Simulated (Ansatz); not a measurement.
C2H2N (SMILES [CH2]C#N) moved off its minimum; all values from Ansatz (a quantum-chemistry and plane-wave program), cores frozen in correlated methods. Open shells are unrestricted.
(charge 0, multiplicity 2)
```xyz
5

C     -1.16641     0.09110     0.04531
C      0.20228     0.00930    -0.07964
N      1.28127    -0.08563     0.00114
H     -1.71983     0.97952     0.03729
H     -1.81116    -0.86506    -0.03242
```

Forces at r2SCAN/def2-TZVPP (eV/Å):

```json
[
 {"atom": "C1", "Fx": "-1.502", "Fy": "-2.929", "Fz": "-0.609"},
 {"atom": "C2", "Fx": "-11.047", "Fy": "1.003", "Fz": "-0.118"},
 {"atom": "N3", "Fx": "11.534", "Fy": "-0.969", "Fz": "0.450"},
 {"atom": "H4", "Fx": "-0.347", "Fy": "1.319", "Fz": "0.064"},
 {"atom": "H5", "Fx": "1.362", "Fy": "1.576", "Fz": "0.212"}
]
```

Q: Give the forces (eV/Å), the total energy and the dipole at CCSD(T)/cc-pVTZ.

A: 
```
atom       Fx      Fy      Fz
----  -------  ------  ------
C1     -2.296  -2.922  -0.525
C2    -11.077   1.043  -0.260
N3     12.268  -1.036   0.515
H4     -0.298   1.304   0.059
H5      1.403   1.611   0.212
```
Energy -131.8392 hartree, dipole 3.37 D.
